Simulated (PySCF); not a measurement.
Species: C₆H₁₄N (doublet state).
Geometry (GFN2-xTB, Å), atoms numbered from 1 in this order:
```
atom  x, y, z in Å
C1     0.2924    1.4558    0.3037
C2    -0.1124    0.2707   -0.5043
C3    -1.6456    0.1601   -0.6951
C4    -2.4382   -0.0668    0.5853
C5     0.4688   -1.0093    0.1221
C6     1.9949   -0.9604    0.0605
N7     2.4749    0.1479    0.8591
H8     0.4851    2.3825   -0.2122
H9    -0.1388    1.5560    1.2865
H10    0.3134    0.3715   -1.5114
H11   -1.8402   -0.6648   -1.3847
H12   -1.9927    1.0797   -1.1724
H13   -2.2896    0.7490    1.2877
H14   -2.1475   -0.9972    1.0652
H15   -3.4997   -0.1239    0.3524
H16    0.1057   -1.8899   -0.4100
H17    0.1692   -1.0774    1.1674
H18    2.3106   -0.9022   -0.9943
H19    2.4105   -1.8867    0.4771
H20    3.3525    0.5070    0.4971
H21    1.7179    0.9154    0.7607
```

The hyperfine couplings belong to this conformer and change with its torsions.

Identity: `[CH2][C@H](CC)CCN` [radical].

Theory: UKS B3LYP, pcH-1 on C H N, non-relativistic, mean-field spin-orbit, GIAO (PySCF). The structure is a single GFN2-xTB conformer in the gas phase; no vibrational or solvent corrections. A GFN2-xTB geometry isn't a minimum of the functional, and hyperfine couplings can be far from their values at a DFT geometry. Stability of the SCF solution: not tested.

(1) Give the principal g shifts and their parts.

(2) At 94.275 GHz, how far is the centre of the isotropic spectrum from where a free electron (g = 2.002319) resonates?

(3) Average each term over the three axes. Which is largest in size?

(4) In a frozen sample, at which fields do the three g values resonate at 9.5, 34, 94 and 263 GHz (hyperfine left aside), and which band first spreads them over more than twice a line width of 0.5 mT?

Answers

(1) 
| Δg (ppm) | 1 | 2 | 3 |
| --- | --- | --- | --- |
| relativistic mass correction | -181 | -181 | -181 |
| gauge correction | -1 | 61 | 42 |
| orbital Zeeman/spin–orbit | 151 | 599 | 876 |
| total | -31 | 479 | 737 |

So g = 2.00229, 2.00280, 2.00306 and g_iso = 2.00271; the tensor is rhombic: the two nearest values differ by 34 % of g3 − g1. Axes: g1 points within 15° of the N7–H21 bond and g2 points within 11° of the C6–N7 bond.

(2) B = hν/(g μB) with μB/h = 13.99624 MHz/mT gives 3363.97 mT for the free electron and 3363.30 mT at g_iso, 0.66 mT lower.

(3) The orbital-Zeeman/spin–orbit term 542, the mass correction -181 and the gauge correction 34 ppm, for a total of 395 ppm. The orbital-Zeeman/spin–orbit term is the largest in size. The mass correction is the same along every axis, so the anisotropy comes from the other two: their spans along these axes are 62 (gauge) and 725 ppm (orbital Zeeman/spin–orbit).

(4) 
```tsv
band	GHz	B(g3) mT	B(g2) mT	B(g1) mT	spread mT
X	9.5	338.86	338.90	338.99	0.13
Q	34.0	1212.76	1212.91	1213.22	0.47
W	94.0	3352.92	3353.35	3354.21	1.29
J	263.0	9381.04	9382.25	9384.64	3.60
```

The spread grows in proportion to the frequency. W band is the first where it exceeds 1.0 mT.

The largest Mulliken spin populations are on C1 (+0.87), N7 (+0.20) and C2 (-0.06). The angles at C1 add up to 350.9°, so it is slightly pyramidal.

The HOMO–LUMO gaps are 6.49 eV among the α and 4.18 eV among the β orbitals.

On Arm Neoverse V1, one thread, on a shared host, this took 98 s wall (grids of density and orbitals included) and 0.98 GiB of memory at its peak.
